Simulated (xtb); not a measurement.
CH$_{5}$AsGa (SMILES [CH3][Ga+][AsH2]), charge +1, singlet, from a rough starting geometry (GFN-xTB shapes and energies of metal compounds can be far from the true ones); GFN2-xTB (xtb).

xtb was given this input:
```
$ xtb mol.xyz --gfn 2 --chrg 1 --opt vtight --json

# file mol.xyz
8

Ga     0.26308355    -0.13241983     0.12015569
C     -0.22308645     1.53927155    -1.05682384
H     -1.17817357     1.99896532    -0.67034375
H     -0.51648576     1.08133860    -1.99817765
H      0.54674107     2.17436476    -1.17532050
As     1.07533669    -2.00082881     1.54270092
H      0.16326739    -2.95116849     0.72407213
H     -0.06898380    -1.70851529     2.43481556
```

What the program printed (banner, timings and long lists left out):

```
   ID    Z sym.   atoms
    1   31 Ga     1
    2    6 C      2
    3    1 H      3-5, 7, 8
    4   33 As     6

           -------------------------------------------------
          |                Calculation Setup                |
           -------------------------------------------------

           -------------------------------------------------
          |                 G F N 2 - x T B                 |
           -------------------------------------------------

          ...................................................
          :                      SETUP                      :
          :.................................................:
          :  # basis functions                  29          :
          :  # atomic orbitals                  27          :
          :  # shells                           13          :
          :  # electrons                        16          :
          :  max. iterations                   250          :
          :  Hamiltonian                  GFN2-xTB          :
          :  restarted?                      false          :
          :  GBSA solvation                  false          :
          :  PC potential                    false          :
          :  electronic temp.          300.0000000     K    :
          :  accuracy                    1.0000000          :
          :  -> integral cutoff          0.2500000E+02      :
          :  -> integral neglect         0.1000000E-07      :
          :  -> SCF convergence          0.1000000E-05 Eh   :
          :  -> wf. convergence          0.1000000E-03 e    :
          :  Broyden damping             0.4000000          :
          :  net charge                          1          :
          :  unpaired electrons                  0          :
          ...................................................

 iter      E             dE          RMSdq      gap      omega  full diag
   1     -7.8811243 -0.788112E+01  0.177E+01    2.69       0.0  T
   2     -7.8836762 -0.255194E-02  0.128E+01    2.74       1.0  T
   3     -7.7456988  0.137977E+00  0.801E+00    2.97       1.0  T
   4     -7.8857228 -0.140024E+00  0.111E+00    2.89       1.0  T
   5     -7.8871031 -0.138038E-02  0.865E-01    2.83       1.0  T
   6     -7.8872482 -0.145105E-03  0.679E-01    2.83       1.0  T
   7     -7.8873656 -0.117385E-03  0.915E-02    2.82       1.0  T
   8     -7.8873834 -0.177341E-04  0.409E-02    2.83       1.0  T
   9     -7.8873846 -0.127416E-05  0.251E-02    2.83       1.4  T
  10     -7.8873865 -0.183196E-05  0.481E-03    2.83       7.3  T
  11     -7.8873865 -0.464553E-07  0.200E-03    2.83      17.7  T
  12     -7.8873865 -0.905640E-08  0.465E-04    2.83      76.0  T
  13     -7.8873865 -0.535758E-09  0.156E-04    2.83     226.0  T

   *** convergence criteria satisfied after 13 iterations ***

         :::::::::::::::::::::::::::::::::::::::::::::::::::::
         ::                     SUMMARY                     ::
         :::::::::::::::::::::::::::::::::::::::::::::::::::::
         :: total energy              -7.811026992317 Eh    ::
         :: gradient norm              0.110578089815 Eh/a0 ::
         :: HOMO-LUMO gap              2.827105765570 eV    ::
         ::.................................................::
         :: SCC energy                -7.887384416635 Eh    ::
         :: -> isotropic ES            0.090389535082 Eh    ::
         :: -> anisotropic ES         -0.013205308575 Eh    ::
         :: -> anisotropic XC          0.001527542070 Eh    ::
         :: -> dispersion             -0.002959198348 Eh    ::
         :: repulsion energy           0.076357424318 Eh    ::
         :: add. restraining           0.000000000000 Eh    ::
         :: total charge               1.000000000000 e     ::
         :::::::::::::::::::::::::::::::::::::::::::::::::::::

      -----------------------------------------------------------
     |                   =====================                   |
     |                        A N C O P T                        |
     |                   =====================                   |
     |               Approximate Normal Coordinate               |
     |                Rational Function Optimizer                |
      -----------------------------------------------------------
      -----------------------------------------------------------
     |                   =====================                   |
     |                        A N C O P T                        |
     |                   =====================                   |
     |               Approximate Normal Coordinate               |
     |                Rational Function Optimizer                |
      -----------------------------------------------------------

          ...................................................
          :                      SETUP                      :
          :.................................................:
          :   optimization level         verytight          :
          :   max. optcycles                   200          :
          :   ANC micro-cycles                  20          :
          :   degrees of freedom                18          :
          :.................................................:
          :   RF solver                   davidson          :
          :   write xtbopt.log                true          :
          :   linear?                        false          :
          :   energy convergence         0.1000000E-06 Eh   :
          :   grad. convergence          0.2000000E-03 Eh/α :
          :   maxmium RF displ.          1.0000000          :
          :   Hlow (freq-cutoff)         0.1000000E-01      :
          :   Hmax (freq-cutoff)         5.0000000          :
          :   S6 in model hess.         20.0000000          :
          ...................................................

generating ANC from exact Hessian ...
Using Lindh-Hessian (1995)
[...]
 * total energy  :    -7.8110270 Eh     change       -0.1041833E-11 Eh
 * total energy  :    -7.8182476 Eh     change       -0.7220601E-02 Eh
 * total energy  :    -7.8188716 Eh     change       -0.6239890E-03 Eh
 * total energy  :    -7.8191525 Eh     change       -0.2808856E-03 Eh
 * total energy  :    -7.8191830 Eh     change       -0.3050024E-04 Eh
 * total energy  :    -7.8191887 Eh     change       -0.5695615E-05 Eh
 * total energy  :    -7.8191967 Eh     change       -0.8012475E-05 Eh
 * total energy  :    -7.8191966 Eh     change        0.4101867E-07 Eh
 * total energy  :    -7.8191977 Eh     change       -0.1090268E-05 Eh
 * total energy  :    -7.8191979 Eh     change       -0.1282116E-06 Eh
 * total energy  :    -7.8191981 Eh     change       -0.2250009E-06 Eh
 * total energy  :    -7.8191982 Eh     change       -0.7338210E-07 Eh
   *** GEOMETRY OPTIMIZATION CONVERGED AFTER 12 ITERATIONS ***
[...]
          ...................................................

 iter      E             dE          RMSdq      gap      omega  full diag
   1     -7.8821694 -0.788217E+01  0.260E-05    2.82       0.0  T
   2     -7.8821694  0.174971E-12  0.174E-05    2.82    2026.6  T
   3     -7.8821694  0.563105E-12  0.200E-05    2.82    1765.8  T

   *** convergence criteria satisfied after 3 iterations ***

         :::::::::::::::::::::::::::::::::::::::::::::::::::::
         ::                     SUMMARY                     ::
         :::::::::::::::::::::::::::::::::::::::::::::::::::::
         :: total energy              -7.819198152120 Eh    ::
         :: gradient norm              0.000064145336 Eh/a0 ::
         :: HOMO-LUMO gap              2.820280305130 eV    ::
         ::.................................................::
         :: SCC energy                -7.882167197679 Eh    ::
         :: -> isotropic ES            0.089875838717 Eh    ::
         :: -> anisotropic ES         -0.013495785567 Eh    ::
         :: -> anisotropic XC          0.001683240929 Eh    ::
         :: -> dispersion             -0.002952226106 Eh    ::
         :: repulsion energy           0.062969045559 Eh    ::
         :: add. restraining           0.000000000000 Eh    ::
         :: total charge               1.000000000000 e     ::
         :::::::::::::::::::::::::::::::::::::::::::::::::::::

           -------------------------------------------------
          |                Property Printout                |
           -------------------------------------------------

    * Orbital Energies and Occupations

         #    Occupation            Energy/Eh            Energy/eV
      -------------------------------------------------------------
         1        2.0000           -0.8206257             -22.3304
         2        2.0000           -0.7553994             -20.5555
         3        2.0000           -0.7018562             -19.0985
         4        2.0000           -0.6389730             -17.3873
         5        2.0000           -0.6385962             -17.3771
         6        2.0000           -0.6296578             -17.1339
         7        2.0000           -0.6145540             -16.7229
         8        2.0000           -0.5631778             -15.3248 (HOMO)
         9                         -0.4595344             -12.5046 (LUMO)
        10                         -0.3747900             -10.1986
        11                         -0.3555540              -9.6751
        12                         -0.3396731              -9.2430
        13                         -0.2337717              -6.3613
        14                         -0.2271870              -6.1821
        15                         -0.2022539              -5.5036
        16                         -0.1351663              -3.6781
        17                         -0.1232327              -3.3533
        18                         -0.1213016              -3.3008
        19                         -0.0003429              -0.0093
       ...                                ...                  ...
        27                          1.2435354              33.8383
      -------------------------------------------------------------
                  HL-Gap            0.1036434 Eh            2.8203 eV
             Fermi-level           -0.5113561 Eh          -13.9147 eV

     #   Z          covCN         q      C6AA      α(0)
     1  31 Ga       1.734     0.366   210.762    32.640
     2   6 C        3.614    -0.194    24.909     7.203
     3   1 H        0.924     0.139     1.465     1.893
     4   1 H        0.924     0.139     1.465     1.893
     5   1 H        0.924     0.140     1.458     1.888
     6  33 As       2.832     0.259   206.968    26.368
     7   1 H        0.970     0.075     2.028     2.226
     8   1 H        0.970     0.075     2.027     2.225

 Mol. C6AA /au·bohr⁶  :       1599.272616
 Mol. C8AA /au·bohr⁸  :     106925.295629
 Mol. α(0) /au        :         76.336071

Wiberg/Mayer (AO) data.
largest (>0.10) Wiberg bond orders for each atom

 ---------------------------------------------------------------------------
     #   Z sym  total        # sym  WBO       # sym  WBO       # sym  WBO
 ---------------------------------------------------------------------------
     1  31 Ga   2.171 --     2 C    0.899     6 As   0.872
     2   6 C    3.986 --     3 H    0.900     4 H    0.900     1 Ga   0.899
                             5 H    0.898     6 As   0.387
     3   1 H    0.981 --     2 C    0.900
     4   1 H    0.980 --     2 C    0.900
     5   1 H    0.980 --     2 C    0.898
     6  33 As   3.084 --     7 H    0.904     8 H    0.904     1 Ga   0.872
                             2 C    0.387
     7   1 H    0.994 --     6 As   0.904
     8   1 H    0.994 --     6 As   0.904
 ---------------------------------------------------------------------------

Topologies differ in total number of bonds
Writing topology from bond orders to xtbtopo.mol

molecular dipole:
                 x           y           z       tot (Debye)
 q only:        0.551      -0.880       0.670
   full:        0.442      -0.885       0.659       3.021
molecular quadrupole (traceless):
                xx          xy          yy          xz          yz          zz
 q only:       -6.219      -4.065       6.215       2.954      -9.898       0.004
  q+dip:       -6.788      -3.423       6.670       2.427     -10.091       0.118
   full:       -5.095      -1.545       4.634       0.890      -6.098       0.461

optimized geometry written to: xtbopt.xyz

           -------------------------------------------------
          | TOTAL ENERGY               -7.819198152120 Eh   |
          | GRADIENT NORM               0.000064145336 Eh/α |
          | HOMO-LUMO GAP               2.820280305130 eV   |
           -------------------------------------------------

normal termination of xtb
```
